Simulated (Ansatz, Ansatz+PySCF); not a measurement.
```yaml
atoms:
  - { symbol: Ti, position_ang: [0.0000, 0.0000, -0.4575] }
  - { symbol: O, position_ang: [0.0000, 0.0000, 1.2580] }
```

Basis set: def2-SVP (spherical functions). Frozen core: 6 orbitals. Correlation on ROHF uses semicanonical orbitals with singles. Charge 0, multiplicity 3.

Computed with Ansatz (development build ahead of 0.2.0); each method stands on the lowest determinant of its kind that the runs found.

The atomization energy at this shape (free ground-state atoms in the same class of orbitals less the molecule, no zero-point energy) of triplet TiO:

```
     method  atomization energy
  ROHF-CCSD             5.34 eV
UHF-CCSD(T)             5.87 eV
   UHF-CCSD             5.43 eV
   ROHF-MP2             6.73 eV
    UHF-MP2             4.84 eV
        UHF             2.22 eV
       ROHF             2.05 eV
```

Task: What does ROHF-CCSD(T) give?

Result: 6.08 eV. Caution: the shape is not the minimum. Caution for ROHF-CCSD(T), ROHF-CCSD, ROHF-MP2: large share of triples, a single reference is doubtful. Caution for UHF-CCSD(T): another reference gives a lower total. Caution for UHF-CCSD(T), UHF-CCSD: the program doubts this total. Caution for UHF-CCSD(T), UHF-CCSD, UHF-MP2, UHF: the unrestricted determinant is spin contaminated.
